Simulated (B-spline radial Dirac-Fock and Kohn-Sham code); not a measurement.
**Dipole and non-dipole photoemission parameters of Os⁷⁺ 4f5/2**

System: osmium as Os⁷⁺ in the configuration 1s2 2s2 2p6 3s2 3p6 3d10 4s2 4p6 4d10 4f14 5s2 5p6 5d1; threshold 169.3 eV (orbital energy of the model). These are calculated numbers from a B-spline atomic structure program; the model is Dirac-Hartree-Slater photoionisation with a Latter tail; cross sections with all multipoles, angular parameters from the dipole term and its interference with E2.

| hν (eV) | σ (kb) | β | γ | δ |
| --- | --- | --- | --- | --- |
| 259 | 2570 | 0.325 | -0.006 | 0.013 |
| 300 | 2380 | 0.367 | -0.006 | 0.017 |
| 341 | 2140 | 0.428 | -0.004 | 0.020 |
| 523 | 1140 | 0.673 | 0.009 | 0.032 |
| 539 | ? | ? | ? | ? |
| 540 | 1070 | 0.691 | 0.011 | 0.033 |
| 774 | 481 | 0.873 | 0.049 | 0.047 |
| 800 | 442 | 0.887 | 0.055 | 0.048 |
| 1000 | 245 | 0.970 | 0.104 | 0.060 |
| 1120 | 178 | 1.002 | 0.138 | 0.066 |
| 1253.6 | 128 | 1.027 | 0.178 | 0.074 |
| 1300 | 114 | 1.034 | 0.192 | 0.076 |
| 1486.9 | 75.7 | 1.054 | 0.251 | 0.086 |
| 1580 | 62.4 | 1.060 | 0.281 | 0.091 |
| 2000 | 28.8 | 1.065 | 0.414 | 0.111 |
| 2330 | 17.1 | 1.055 | 0.513 | 0.127 |
| 3050 | 6.56 | 1.015 | 0.705 | 0.161 |
| 3450 | 4.17 | 0.989 | 0.796 | 0.179 |
| 5070 | 0.953 | 0.886 | 1.088 | 0.252 |
| 7660 | 0.180 | 0.760 | 1.392 | 0.362 |
| 9251.7 | 0.0813 | 0.701 | 1.526 | 0.425 |
| 10300 | 0.0514 | 0.668 | 1.600 | 0.466 |
| 10600 | 0.0454 | 0.659 | 1.619 | 0.477 |

Q: Give the values at 539 eV.

A: σ = 1070 kb, β = 0.690, γ = 0.011, δ = 0.033.
